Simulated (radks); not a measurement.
The fluorine anion F- inside a hard spherical wall (all orbitals vanish at R), configuration held at [Ne] and not refilled when levels cross. All-electron calculation, non-relativistic Kohn-Sham, LDA (Slater exchange, VWN5 correlation), spin-polarised, spherical densities, point nucleus. Program: a radial shooting solver on a logarithmic mesh with Libxc functionals. Eigenvalues in eV for spin up, with the zero of energy where the potential of the charges vanishes at infinity; a dash marks a level that is unbound or too diffuse for the functional's potential to be trusted. A positive occupied level is held by the wall or, in an anion where self-interaction has pushed it up, behind a barrier. The pressure on the wall is -dE/dV.

R (bohr)  E (hartree)  kinetic (hartree)    e(1s)    e(2s)   e(2p)  e(3s, empty)  e(3p, empty)  pressure (GPa)
20          -99.26702             98.818  -644.10  -16.625   1.172         2.458         2.653        < 0.0001
15          -99.26699             98.818  -644.08  -16.611   1.185         3.301         3.718        0.000148
12          -99.26688             98.818  -644.05  -16.580   1.215         4.131         4.868         0.00125
8           -99.26512             98.827  -643.78  -16.343   1.441         6.517         8.368          0.0539
6           -99.25636             98.866  -643.04  -15.737   2.036         9.926        13.153           0.668
4           -99.16843             99.225  -639.20  -12.966   4.949        22.094        28.008            18.8
3           -98.84518            100.433  -630.95   -7.568  11.000        44.554        51.763             178
2.5         -98.26430            102.406  -620.61   -0.847  18.615        71.840        78.306             693
2           -96.57805            107.428  -599.31   14.029  34.998        130.33        131.75            3320
1.5         -90.85982            121.518  -553.07   53.748  75.338        278.35        257.93           21600
